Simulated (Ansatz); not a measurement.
## Nudged elastic band run: CH4MgSe

The input (input.yaml):

```yaml
crystal:
  periodic: [false, false, false]
  atoms:
    - { symbol: C, position_ang: [-1.139751, 0.857275, -0.15548] }
    - { symbol: Mg, position_ang: [0.544111, -0.373631, -0.219744] }
    - { symbol: Se, position_ang: [2.519401, -1.812325, -0.329941] }
    - { symbol: H, position_ang: [-1.075616, 1.593639, 0.66361] }
    - { symbol: H, position_ang: [-1.264548, 1.425574, -1.092948] }
    - { symbol: H, position_ang: [-2.065273, 0.277163, -0.0011] }
    - { symbol: H, position_ang: [2.481676, -1.967687, 1.135593] }
basis:
  gaussian: { orbitals: def2-SVP }
hamiltonian:
  xc: pbe0
neb:
  order_check: false
  images: 7
  f_tol: 0.5
  max_iterations: 53
  final_atoms:
    - { symbol: C, position_ang: [-1.14285023, 0.85749268, -0.14075581] }
    - { symbol: Mg, position_ang: [0.45757587, -0.38783208, 0.3510412] }
    - { symbol: Se, position_ang: [2.32999268, -1.83874792, 0.96043747] }
    - { symbol: H, position_ang: [-1.22161469, 1.71355528, 0.55108336] }
    - { symbol: H, position_ang: [-1.03830589, 1.27179372, -1.15811651] }
    - { symbol: H, position_ang: [-2.1053981, 0.31976248, -0.10564252] }
    - { symbol: H, position_ang: [2.72060038, -1.93601618, -0.4580572] }
  initial_path:
    images:
      - { positions_ang: [[-1.139751, 0.857275, -0.15548], [0.544111, -0.373631, -0.219744], [2.519401, -1.812325, -0.329941], [-1.075616, 1.593639, 0.66361], [-1.264548, 1.425574, -1.092948], [-2.065273, 0.277163, -0.0011], [2.481676, -1.967687, 1.135593]] }
      - { positions_ang: [[-1.12916576, 0.85390199, -0.13858289], [0.5780787, -0.25295978, 0.01863749], [2.52522216, -1.67400106, -0.27290537], [-1.12756419, 1.66994607, 0.52161978], [-1.19427087, 1.2429991, -1.11075857], [-2.04073531, 0.27774441, 0.0602878], [2.38843527, -2.11762273, 0.92169177]] }
      - { positions_ang: [[-1.11858052, 0.85052899, -0.12168578], [0.6120464, -0.13228857, 0.25701898], [2.53104331, -1.53567713, -0.21586975], [-1.17951238, 1.74625314, 0.37962957], [-1.12399373, 1.06042421, -1.12856915], [-2.01619762, 0.27832581, 0.12167559], [2.29519454, -2.26755845, 0.70779053]] }
      - { positions_ang: [[-1.10799529, 0.84715598, -0.10478868], [0.6460141, -0.01161735, 0.49540048], [2.53686447, -1.39735319, -0.15883412], [-1.23146057, 1.82256021, 0.23763935], [-1.0537166, 0.87784931, -1.14637972], [-1.99165994, 0.27890722, 0.18306339], [2.20195382, -2.41749418, 0.4938893]] }
      - { positions_ang: [[-1.09741005, 0.84378298, -0.08789157], [0.6799818, 0.10905386, 0.73378197], [2.54268563, -1.25902925, -0.10179849], [-1.28340876, 1.89886728, 0.09564914], [-0.98343946, 0.69527441, -1.1641903], [-1.96712225, 0.27948862, 0.24445119], [2.10871309, -2.5674299, 0.27998807]] }
      - { positions_ang: [[-1.10877009, 0.84721041, -0.10110763], [0.62438032, -0.01516762, 0.63809678], [2.48951239, -1.40395892, 0.1637605], [-1.26796024, 1.85253928, 0.20950769], [-0.99715607, 0.83940424, -1.16267185], [-2.00169121, 0.28955709, 0.15692776], [2.26168491, -2.40957647, 0.09547675]] }
      - { positions_ang: [[-1.12013014, 0.85063783, -0.11432369], [0.56877884, -0.13938911, 0.54241159], [2.43633915, -1.54888859, 0.42931949], [-1.25251172, 1.80621128, 0.32336625], [-1.01087268, 0.98353407, -1.1611534], [-2.03626018, 0.29962555, 0.06940434], [2.41465673, -2.25172304, -0.08903457]] }
      - { positions_ang: [[-1.13149019, 0.85406526, -0.12753975], [0.51317735, -0.26361059, 0.4467264], [2.38316592, -1.69381825, 0.69487848], [-1.2370632, 1.75988328, 0.4372248], [-1.02458929, 1.1276639, -1.15963496], [-2.07082914, 0.30969402, -0.01811909], [2.56762855, -2.09386961, -0.27354588]] }
      - { positions_ang: [[-1.14285023, 0.85749268, -0.14075581], [0.45757587, -0.38783208, 0.3510412], [2.32999268, -1.83874792, 0.96043747], [-1.22161469, 1.71355528, 0.55108336], [-1.03830589, 1.27179372, -1.15811651], [-2.1053981, 0.31976248, -0.10564252], [2.72060038, -1.93601618, -0.4580572]] }
```

Run as:

```bash
$ ansatz run input.yaml --threads 1 --pin off --max-ram 2048MiB --backend cpu --events-out ev --progress --plain --runs-dir out
```

Output, in part (warnings, iteration lines, the closing report on the highest movable image, with atoms numbered from 0):

```
NEB end point (image 0): max|allowed force component| = 3.106e-3 eV/Å (the criterion of neb.relax_end_points is 1.000e-1)
NEB end point (image 8): max|allowed force component| = 7.403e-3 eV/Å (the criterion of neb.relax_end_points is 1.000e-1)
NEB iter   1: max|band force component| = 5.574e1 eV/Å  barrier→ = 12.5606 eV  barrier← = 12.5606 eV  Δτ_max = 0.2000 Å  (228 SCF iters)
NEB iter   2: max|band force component| = 1.227e1 eV/Å  barrier→ = 2.0791 eV  barrier← = 2.0790 eV  Δτ_max = 0.2000 Å  (212 SCF iters)
NEB iter   3: max|band force component| = 6.979e0 eV/Å  barrier→ = 0.9336 eV  barrier← = 0.9335 eV  Δτ_max = 0.2000 Å  (194 SCF iters)
NEB iter   4: max|band force component| = 2.642e0 eV/Å  barrier→ = 0.1849 eV  barrier← = 0.1849 eV  Δτ_max = 0.1999 Å  (193 SCF iters)
NEB iter   5: max|band force component| = 9.732e-1 eV/Å  barrier→ = 0.0380 eV  barrier← = 0.0380 eV  Δτ_max = 0.0533 Å  (196 SCF iters)
NEB iter   6: max|band force component| = 2.644e-1 eV/Å  barrier→ = 0.0075 eV  barrier← = 0.0074 eV  CI = image 6  Δτ_max = 0.0000 Å  (391 SCF iters)
Total energy: -71874.69127752 eV, -2641.3461860333 hartree
Atom 0 at    -1.151020     0.856438    -0.163786 Å, force    -0.048443     0.029923     0.002056 eV/Å
Atom 1 at     0.581902    -0.256034     0.183692 Å, force     0.001571     0.057565     0.046353 eV/Å
Atom 2 at     2.669745    -1.381090     0.783361 Å, force     0.059032     0.235640     0.190460 eV/Å
Atom 3 at    -1.149329     1.772175     0.455460 Å, force     0.007326    -0.036127    -0.027557 eV/Å
Atom 4 at    -1.253331     1.179537    -1.214140 Å, force     0.022306    -0.020887     0.015686 eV/Å
Atom 5 at    -2.067865     0.298834     0.095178 Å, force     0.028240    -0.007231    -0.008126 eV/Å
Atom 6 at     2.369899    -2.469853    -0.139775 Å, force    -0.070032    -0.258882    -0.218871 eV/Å
Dipole moment:    -0.304802     0.033463    -0.181687 e Å
```

The forces met the threshold. The threshold of 0.5 eV/Å is loose, so the images may lie well off the minimum-energy path. The top lies less than 8 meV above the higher end, about what the thresholds resolve: that end is a shoulder or a very shallow well. The order of the stationary point at the top wasn't checked.

Final band:

| image | path coordinate (Å) | energy (eV) |
| --- | --- | --- |
| 0 | 0.00 | 0.000 |
| 1 | 0.38 | 0.000 |
| 2 | 0.75 | 0.000 |
| 3 | 1.13 | 0.001 |
| 4 | 1.50 | 0.001 |
| 5 | 1.87 | 0.001 |
| 6 | 2.24 | 0.007 |
| 7 | 2.62 | 0.000 |
| 8 | 2.99 | 0.000 |

The run took 2.8 min on 1 thread of Arm Neoverse V1 (shared host), peak memory 0.16 GiB.
